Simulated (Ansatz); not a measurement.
```yaml
crystal:
  periodic: [false, false, false]
  atoms:
    - {symbol: O, position_ang: [-0.316806, 0.293487, 1.645601]}
    - {symbol: W, position_ang: [-0.110901, 0.312498, -0.179015]}
    - {symbol: O, position_ang: [1.425833, -0.755457, -0.402574]}
    - {symbol: O, position_ang: [-0.951255, -1.250777, -0.401166]}
    - {symbol: F, position_ang: [1.132337, 1.746414, 0.007371]}
    - {symbol: Cl, position_ang: [-1.820910, 1.423380, -0.947343]}
    - {symbol: H, position_ang: [2.341937, -0.054757, -0.442211]}
    - {symbol: H, position_ang: [-1.624578, -1.861318, -0.150312]}
basis:
  gaussian: {orbitals: x2c-TZVPPall, point_charges: [{charge: 1.00, position_ang: [6.537, -0.460, 0.611]}]}
hamiltonian: {xc: {name: r2SCAN0}, dispersion: d3bjatm}
scf: {lower_state_search: off}
relax: {f_tol: 0.001, max_steps: 3}
```

```sh
$ ansatz run in.yaml --threads 4 --pin off --events-out ev --progress --plain --max-ram 11315MiB
```

Shortened log:

```
Functional definition: r2SCAN0
1995 factors; their error is unknown
mean field evaluation 1: about -460781.3050 eV, gradient 1.1e2 eV
mean field evaluation 2: about -460501.6666 eV, gradient 3.8e2 eV
mean field evaluation 4: about -460795.1557 eV, gradient 6.0e1 eV
mean field evaluation 8: about -460801.3101 eV, gradient 9.1e-1 eV
mean field evaluation 16: about -460801.9416 eV, gradient 4.5e-3 eV
mean field -460801.94155114 eV, -16934.1590092302 hartree, gradient 5.9e-6 eV, S^2 0.000000; 0 other end points of the search recorded, 0 dependent functions left out
reference -460801.94157034 eV, -16934.1590099359 hartree; 63, 63 occupied and 228, 228 virtual orbitals, 1995 factors
relax step   1: F+E_penalty+E_count = -460802.00927848 eV  Δ(F+E_penalty+E_count) = +0.000e0 eV  max|allowed force component| = 1.088e1 eV/Å  Δτ_max = 0.0000 Å  (24 SCF iters, accepted)
1995 factors; their error is unknown
mean field -460803.90586653 eV, -16934.2311964893 hartree, gradient 2.8e-6 eV, S^2 0.000000; 0 other end points of the search recorded, 0 dependent functions left out
reference -460803.90588502 eV, -16934.2311971687 hartree; 63, 63 occupied and 228, 228 virtual orbitals, 1995 factors
relax step   2: F+E_penalty+E_count = -460803.97328961 eV  Δ(F+E_penalty+E_count) = -1.964e0 eV  max|allowed force component| = 2.231e0 eV/Å  Δτ_max = 0.1946 Å  (29 SCF iters, accepted)
1995 factors; their error is unknown
mean field -460804.08485564 eV, -16934.2377742177 hartree, gradient 2.1e-6 eV, S^2 0.000000; 0 other end points of the search recorded, 0 dependent functions left out
reference -460804.08487415 eV, -16934.2377748980 hartree; 63, 63 occupied and 228, 228 virtual orbitals, 1995 factors
relax step   3: F+E_penalty+E_count = -460804.15240968 eV  Δ(F+E_penalty+E_count) = -1.791e-1 eV  max|allowed force component| = 7.744e-1 eV/Å  Δτ_max = 0.1950 Å  (31 SCF iters, accepted)
Error: geometry relaxation did not converge after 3 steps: max|allowed force component| = 7.74e-1 eV/Å (threshold 1.0e-3). Raise `relax.max_steps` over both its present limit and 3, loosen `relax.f_tol`, or start from a geometry closer to equilibrium. Where this run's directory can be resumed (`checkpoint.write`), a resume goes on for up to `relax.max_steps` more
```

(1) Something in this input is off. What?

Results:

(1) The relaxation is allowed too few steps for its threshold. The calculation stopped without meeting its thresholds.
